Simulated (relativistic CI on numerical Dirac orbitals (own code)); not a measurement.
## Au3+: 5d valence photoemission

Computed with this model: Dirac-Coulomb-Breit CI, separate exchange-only KLI orbitals for each configuration, model QED (radiative potential, 1s self-energy scaled to tabulated hydrogen-like ionisation energies), multiplet model of photoemission in the sudden approximation, unscaled Slater integrals; configurations [Xe] 4f14 5d8 → [Xe] 4f14 5d7; 300 K; Lorentzian 0.21 eV and Gaussian 0.5 eV FWHM. Energies are those of the free ion, without screening or charge transfer. The energies are binding energies and can lie tens of eV above those of solids. S is read from ⟨S²⟩ = S(S + 1).

Field parameters in Wybourne normalisation: D3d B²₀ = −7Dσ, B⁴₀ = −14Dq − 21Dτ, B⁴₃ = −14√(10/7) Dq. The field is a parameter set, without covalency.

free ion: ground-state S = 0.98, centroid 46.35 eV. Peaks (eV, height): 44.4 (100), 45.9 (61), 47.2 (77), 48.1 (64).

D3d, 10Dq = 31550, Dσ = -1200, Dτ = -290 cm⁻¹: ground-state S = 0.99, centroid 46.87 eV. Peaks (eV, height): 44.7 (100), 46.0 (76), 47.3 (90), 49.0 (59).

D3d, 10Dq = 31550, Dσ = -720, Dτ = -290 cm⁻¹: ground-state S = 0.99, centroid 46.87 eV. Peaks (eV, height): 44.7 (100), 46.0 (79), 47.3 (93), 48.9 (67).

D3d, 10Dq = 31550, Dσ = -240, Dτ = -290 cm⁻¹: ground-state S = 0.99, centroid 46.87 eV. Peaks (eV, height): 44.7 (100), 46.1 (82), 47.3 (96), 48.8 (75).

D3d, 10Dq = 31550, Dσ = 720, Dτ = -290 cm⁻¹: ground-state S = 0.99, centroid 46.87 eV. Peaks (eV, height): 44.7 (100), 46.1 (86), 47.2 (99), 48.8 (84).

Strongest unbroadened transitions for D3d, 10Dq = 31550, Dσ = 720, Dτ = -290 cm⁻¹:

```
Energy (eV)  Relative strength
      44.70               48.1
      44.71              100.0
      44.77               44.2
      44.78               99.2
      45.80               99.0
      46.13              100.0
      46.22               97.1
      47.12               97.2
      47.29               99.3
      47.30               98.2
      47.96               12.2
      48.71               11.4
      48.75               72.8
      48.80               34.7
      48.81               47.3
      48.94               83.8
      49.28                9.5
      49.31                9.5
```
